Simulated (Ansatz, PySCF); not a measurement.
Species: BiF2, charge 1, multiplicity 1. It need not be the lowest isomer of its formula. SMILES: [F][Bi+][F]
Coordinates optimised at B3LYP-D3(BJ)/def2-TZVP (Ansatz, an electronic-structure program):
```
Bi
F 1 1.9511
F 1 1.9511 2 95.60
```
Charge +1, spin multiplicity 1.

Quantity: vertical electron affinity (to the doublet state of charge +0; a negative value means that the extra electron is unbound and the number depends on the basis; each state is the SCF solution reached for its spin), in eV. Valence correlation only, unless marked. UHF or UKS for open shells. No spin-orbit coupling. Frozen are the shells of the preceding noble gas and the d and f shells that filled before the atom's block. In def2 rows, elements after Kr have scalar-relativistic effective core potentials. CBS marks a two-point X^-3 extrapolation of the correlation energy; Hartree-Fock from the larger set. The bracket is a focal-point correction in the basis named.

| level | program | vertical electron affinity (eV) |
|---|---|---|
| HF/def2-SVPD | Ansatz | 8.34 |
| PBE/def2-TZVPD | Ansatz | 8.15 |
| B3LYP/def2-TZVPD | Ansatz | 8.42 |
| M06-2X/def2-TZVPD | PySCF | 8.57 |

### Question
Predict the RI-MP2/CBS(def2-TZVPPD,def2-QZVPPD)+[CCSD(T)-MP2]/def2-TZVPPD result (Ansatz).

### Answer
8.32 eV
